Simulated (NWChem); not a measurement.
CH4ClGaO; SMILES C[O][GaH][Cl]

```xyz
8

Ga    -0.4235     0.0246    -0.0007
H     -1.9483    -0.2623    -0.0032
Cl     0.3928     1.9998    -0.0022
O      0.8160    -1.2411     0.0047
C      0.5629    -2.6164     0.0035
H      1.0098    -3.0872    -0.8900
H      1.0198    -3.0897     0.8906
H     -0.5149    -2.8725     0.0092
```
Atoms are numbered in this order, from 1.

All runs: NWChem. Pople sets run with spherical d functions. STO-3G and 3-21G are far too small for this property and stand as cheap habits. The geometry was optimised at PBE0/def2-SVP. GIAO values for the isolated, static molecule; σ is the absolute isotropic shielding, δ = σ(reference) − σ with the isolated reference molecule computed at the same levels (13C: tetramethylsilane, 1H: tetramethylsilane, 17O: water).

```tsv
level	σ Ga1 (ppm)	δ H2 (ppm)	σ Cl3 (ppm)	δ O4 (ppm)	δ C5 (ppm)	δ H6 (rotor mean) (ppm)
Hartree-Fock/6-31G*	1760.6	5.68	1018.9	29.9	49.7	3.67
BHandHLYP/pcSseg-1	1455.7	5.31	928.3	86.8	55.4	3.89
LDA (Slater exchange, VWN5)/pcSseg-1	1260.6	6.47	820.0	164.7	60.7	4.35
Hartree-Fock/STO-3G	?	?	?	?	?	?
```

### Question
Fill in the missing entries.

### Answer

- Hartree-Fock/STO-3G, σ Ga1 (ppm): 1569.7
- Hartree-Fock/STO-3G, δ H2 (ppm): 3.27
- Hartree-Fock/STO-3G, σ Cl3 (ppm): 1242.2
- Hartree-Fock/STO-3G, δ O4 (ppm): 20.8
- Hartree-Fock/STO-3G, δ C5 (ppm): 53.1
- Hartree-Fock/STO-3G, δ H6 (rotor mean) (ppm): 2.43
